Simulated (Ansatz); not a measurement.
Consider the redistribution: `CC[O][Zr]([OH])([F])[Cl]` + `COBC=O` → `CC[O][Zr]([OH])([Cl])[O]C` + `O=CBF`.

Program: Ansatz. Geometries: PBE0-D4/def2-TZVP. ΔE: electronic, gas phase. CBS: MP2 limit from def2 TZ/QZ plus the TZ coupled-cluster correction, frozen cores. DFT in def2-TZVPP. B3LYP here is the variant with VWN-RPA as its local correlation; programs differ in this. Elements past krypton have def2 core potentials. For Zr outer-core shells are correlated without core-valence functions, which leaves a few kJ/mol of doubt a bond. One conformer a species, not always the lowest.

```
             level  ΔE (kJ/mol)
            PBE-D4         62.2
          B3LYP-D4         55.8
            B2PLYP         55.0
          PBE-QIDH         53.8
            r2SCAN         61.8
         CAM-B3LYP         58.9
           LC-ωPBE         62.1
SCS-MP2/def2-QZVPP         50.7
```

What does CCSD(T)/CBS give? (Estimate.)

The calculation gave: +52.9 kJ/mol. The listed levels differ from it by 9.3, 2.9, 2.1, 0.9, 8.9, 6.0, 9.2, -2.2 kJ/mol.

Largest T1 diagnostic among the species: 0.016.

Leaving LDA and LC-ωPBE aside and taking each functional with its dispersion term where it has one, the values, not all of them listed here, spread over 10.8 kJ/mol, from BHLYP-D4 to PBE-D4. From PBE to PBE0 (25 % exact exchange), in def2-TZVPP and without D4, ΔE moves by −4.3 kJ/mol.
